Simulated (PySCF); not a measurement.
Amminetrifluoroboron, BF₃H₃N.
Z-matrix (Å and degrees, PBE0-D3(BJ)/def2-TZVP geometry), rows numbered from 1:
```
N 
B   1  1.6748
F   2  1.3681  1  104.23
F   2  1.3681  1  104.11  3  -119.98
F   2  1.3681  1  104.13  3   120.03
H   1  1.0154  2  110.13  3   -66.56
H   1  1.0152  2  109.82  3   173.58
H   1  1.0151  2  110.22  3    53.64
```

The closed-shell ground state was solved at several levels (PySCF, density fitting, gas phase, non-relativistic). Geometry: PBE0-D3(BJ)/def2-TZVP; no solvent, vibrations or thermal averaging.

```
                level  basis functions  HOMO (eV)  LUMO (eV)  gap (eV)  dipole (D)
        PBE0/pcSseg-2              222     -10.27      -0.51      9.76        6.19
CAM-B3LYP/aug-cc-pVTZ              299     -11.89      -0.52     11.37        6.13
     PBE0/aug-cc-pVTZ              299     -10.29      -0.95      9.34        6.08
```

(1) What might wB97X-D/aug-cc-pVTZ (299 basis functions) give for the same quantities?

(2) Over all these levels, which gives the widest orbital gap and which the narrowest?

(3) How far do the dipole and the HOMO energy spread over the levels?

Answers

(1) HOMO -12.24 eV, LUMO 0.26 eV, gap 12.50 eV, dipole 6.11 D.

(2) wB97X-D/aug-cc-pVTZ (range-separated hybrid) has the widest, 12.50 eV, and PBE0/aug-cc-pVTZ (global hybrid, 25 % exact exchange) the narrowest, 9.34 eV. The two share the basis. From the narrowest to the widest the HOMO moves by -1.95 eV and the LUMO by +1.21 eV.

(3) The dipole runs from 6.08 to 6.19 D (mean 6.13 D) and the HOMO from -12.24 to -10.27 eV.
